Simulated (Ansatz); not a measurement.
Relaxation of CH₇BSeSi (11 atoms, charge 0, multiplicity 1), to a largest force component of 0.02 eV/Å in at most 50 steps.

Theory: RKS PBE0-D4/def2-SVP in Ansatz 0.2.0.

```xyz
11
Properties=species:S:1:pos:R:3:forces:R:3
B -1.114 1.514 -0.178 -1.80 0.77 -1.51
Si 0.094 0.118 -0.517 0.18 2.05 0.24
C 0.741 -0.499 1.095 1.98 -0.80 1.25
Se -0.888 -1.572 -1.601 -1.76 -0.99 2.40
H -1.702 2.078 -1.115 0.23 -0.23 0.44
H -1.391 1.920 0.915 0.44 0.26 0.36
H -2.159 -1.092 -2.304 0.74 0.75 -0.95
H 1.328 0.345 1.630 -0.98 -1.05 -0.95
H -0.056 -0.860 1.779 0.24 0.03 -0.25
H 1.495 -1.321 0.942 -0.46 0.35 0.40
H 0.328 -2.401 -1.586 1.18 -1.15 -1.44
```

Where does it end, and by what steps?

The forces met the threshold. The force dipped under the threshold on the way, but the program's further checks kept it going. After 12 steps the energy has fallen by 2.770 eV; H11 moved furthest, 0.92 Å.

| step | energy less start (eV) | largest force component (eV/Å) | accepted |
| --- | --- | --- | --- |
| 0 | 0.0000 | 2.405 | yes |
| 1 | -1.2156 | 1.504 | yes |
| 2 | -1.8621 | 1.610 | yes |
| 3 | -2.3112 | 1.687 | yes |
| 4 | -2.6082 | 0.752 | yes |
| 5 | -2.7058 | 0.392 | yes |
| 6 | -2.7571 | 0.190 | yes |
| 7 | -2.7547 | 0.331 | no |
| 8 | -2.7665 | 0.105 | yes |
| 9 | -2.7687 | 0.061 | yes |
| 10 | -2.7698 | 0.045 | yes |
| 11 | -2.7702 | 0.017 | yes |
| 12 | -2.7704 | 0.014 | yes |

```xyz
11
Properties=species:S:1:pos:R:3
B -1.207 1.458 -0.287
Si 0.290 0.246 -0.348
C 0.851 -0.573 1.285
Se -1.025 -1.639 -1.239
H -2.043 1.487 -1.170
H -1.145 2.425 0.444
H -1.785 -0.830 -2.206
H 1.114 0.259 1.960
H 0.077 -1.172 1.789
H 1.756 -1.186 1.157
H -0.207 -2.244 -2.323
```

Run time: 18 s on 2 threads of AMD EPYC 9R45 96-Core Processor (Zen 5), on a shared host, peak memory 0.29 GiB.
